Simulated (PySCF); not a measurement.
C5H4N2S.
Numbering: `[S:1]=[CH:2][c:3]1[n:4][cH:5][cH:6][cH:7][n:8]1` (hydrogens: H9 on C2; H10 on C5; H11 on C6; H12 on C7)

Computed by this run: PBE0-D3(BJ)/def2-SVP geometry optimisation, gas phase (PySCF 2.14.0); density fitting, grid level 2; the optimiser is geomeTRIC in internal coordinates, started from a GFN2-xTB structure.

Step 0: E = -19041.8596 eV
```
atom  x, y, z in Å  |  force x, y, z in eV/Å
S1      3.4209    0.7792    0.1736    0.136  -0.095  -0.008
C2      2.3010   -0.3789    0.0176    0.918   0.587   0.092
C3      0.8723   -0.1398    0.0068   -0.742   0.014  -0.026
N4      0.1002   -1.2207   -0.1306    0.436  -0.297  -0.022
C5     -1.2044   -1.0311   -0.1461   -0.103   0.205   0.020
C6     -1.7692    0.2330   -0.0239    0.223  -0.109  -0.003
C7     -0.8767    1.2903    0.1154    0.032  -0.194  -0.028
N8      0.4273    1.1086    0.1293    0.296   0.225   0.041
H9      2.5892   -1.4198   -0.0886   -0.013  -0.515  -0.057
H10    -1.8112   -1.9208   -0.2603   -0.377  -0.337  -0.045
H11    -2.8354    0.3849   -0.0365   -0.529   0.068  -0.007
H12    -1.2128    2.3144    0.2172   -0.278   0.448   0.043
```

Task: Estimate the geometry and energy of step 1. (The exact step hangs on the optimiser's Hessian estimate; all steps are aligned on step 0, rigid shifts and turns removed.)

Result: E = -19041.9044 eV, largest force 0.233 eV/Å
```
atom  x, y, z in Å  |  force x, y, z in eV/Å
S1      3.5212    0.7170    0.1678   -0.037   0.118   0.012
C2      2.3316   -0.3606    0.0209   -0.051  -0.225  -0.029
C3      0.8736   -0.1056    0.0100    0.166  -0.003   0.008
N4      0.1236   -1.2047   -0.1297   -0.103  -0.026  -0.006
C5     -1.1937   -1.0336   -0.1464   -0.002  -0.064  -0.008
C6     -1.7749    0.2248   -0.0252   -0.086   0.025  -0.001
C7     -0.8970    1.3000    0.1157   -0.011   0.082   0.011
N8      0.4174    1.1416    0.1341    0.027   0.052   0.003
H9      2.5440   -1.4375   -0.0900   -0.015   0.075   0.009
H10    -1.8120   -1.9329   -0.2611    0.040   0.023   0.004
H11    -2.8585    0.3648   -0.0396    0.051  -0.012   0.001
H12    -1.2743    2.3261    0.2175    0.020  -0.047  -0.004
```

The energy changes by -0.0447 eV. The first-order estimate −F·Δx gives -0.1111 eV and the mean of the old and new forces, exact on a quadratic surface, -0.0454 eV. The step makes an angle of 68° with the force vector and moves no atom by more than 0.118 Å.

The cost below is that of the whole optimisation. On one thread of an Arm Neoverse V1, on a shared host, this took 61 s wall and 0.70 GiB of memory at its peak.
